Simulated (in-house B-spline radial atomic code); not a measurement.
RPA and G0W0 on LC-wPBE: Ce4+

Configuration [Kr] 4d10 5s2 5p6, mean-field start LC-wPBE. Computed with an all-electron radial atomic-structure program (B-spline basis): all electrons, scalar-relativistic (spin-free one-electron X2C), finite nucleus, each spin shell either full or empty, empty states to l = 9 with an (l + 1/2)⁻⁴ tail; G0W0 by contour deformation at full frequency.

Spin-orbit coupling, left out, splits p levels strongly here.

Command:
```bash
python run_gw.py task.json out
```
Settings (radii: box in bohr, nucleus in fm):
```
Z                        58
electrons                54
configuration            [Kr] 4d10 5s2 5p6
hamiltonian              x2c
method                   lc_wpbe
lmax                     9
rms_radius               4.8771
spin_polarised           False
box_radius               11.96
intervals                67
```

Run time, properties included: 6.3 s on 1 thread of Arm Neoverse N1, with other jobs on the host.

Energies (hartree):

```
                                     term        value
                         mean-field total  -8856.52865
Hartree-Fock functional on these orbitals  -8853.80872
                      direct second order      -4.8594
                    second-order exchange        1.313
                         SOSEX correction       1.2345
```

Task: What is the RPA correlation energy, and what remains with SOSEX?

Result: RPA gives -4.3108 hartree (-2.17 eV per electron); RPA + SOSEX gives -3.0763, and the second-order doubles -3.5463 hartree (no singles). RPA lacks exchange-type terms and so overcorrelates at short range.

Quasi-particle levels (eV):

```
level  occupied  mean field  Σx - vxc     Σc  QP weight    G0W0
   5p       yes      -64.91     -1.07      ?          ?       ?
   5s       yes      -84.92     -4.39   2.80      0.859  -86.51
   4f        no      -41.58     10.30  -5.71      0.948  -37.00
```

G0W0 = mean field + (Σx - vxc) + Σc, with Σc (partial-wave tail included) taken at the quasi-particle energy. Only the outer levels were computed. Levels of low weight are left out.

Task: Where does G0W0 put 5p?

Result: At -66.98 eV, with Σc = -1.01 eV and a quasi-particle weight of 0.956. The tabulated removal energy is 65.55 ± 0.25 eV (NIST, semi-empirical); the calculation leaves out spin-orbit coupling, Breit and QED terms, and what these don't explain is the method's own error.
